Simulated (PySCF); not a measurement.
# Bond length, frequency and bond energy of PbCl⁺ by level of theory

State: ¹Σ⁺ (singlet), closed shell. Set-up: basis Pb def2-SVP with ECP60, Cl def2-SVP; scalar-relativistic core potentials; PySCF 2.14. De refers to Pb⁺ + Cl in their high-spin ground configurations, without counterpoise correction. A positive dipole points towards Cl; it is taken about the centre of mass and depends on that origin.

| Level | Re (Å) | ωe (cm⁻¹) | De (eV) | μ (D) |
| --- | --- | --- | --- | --- |
| RHF | 2.391 | 393 | n/a | -3.70 |
| RHF-MP2 | 2.385 | 397 | n/a | n/a |
| RHF-SCS-MP2 | 2.390 | 393 | n/a | n/a |
| RHF-CCSD | 2.392 | 391 | n/a | n/a |
| RHF-CCSD(T) | 2.398 | 385 | n/a | n/a |
| PBE | 2.411 | 371 | n/a | -2.50 |
| PBEsol | 2.393 | 382 | n/a | -2.37 |
| revPBE | 2.422 | 365 | n/a | -2.64 |
| BP86 | 2.412 | 371 | n/a | -2.50 |
| r²SCAN | 2.396 | 384 | n/a | -2.81 |
| PBE0 | 2.389 | 388 | n/a | -2.90 |
| CAM-B3LYP | 2.382 | 395 | n/a | -2.85 |

Task: What does a quarter of exact exchange do here, going from PBE to PBE0?

Result: PBE0 less PBE: -2.2 pm in Re, +4.6 % in ωe. Exact exchange removes part of the self-interaction that spreads semilocal densities, and in most molecules shortens and stiffens the bond and lowers De; so it does here.

Task: What does second-order correlation do here, going from RHF to RHF-MP2?

Result: RHF-MP2 less RHF: -0.6 pm in Re, +1.0 % in ωe. Correlation nearly always deepens the well. The bond shortens, as in weak, metallic or heavy-atom bonds, where dispersion and the correlation of outer-core electrons pull the atoms together.

Task: What does all correlation do here, going from RHF to RHF-CCSD(T)?

Result: RHF-CCSD(T) less RHF: +0.7 pm in Re, -2.0 % in ωe. Correlation nearly always deepens the well. The bond lengthens, as in strong covalent bonds, where excitations into antibonding orbitals dominate.

Correlated steps freeze 9 core orbitals. These are scalar-relativistic numbers at best; spin–orbit coupling would shift them, the dissociation energy most.
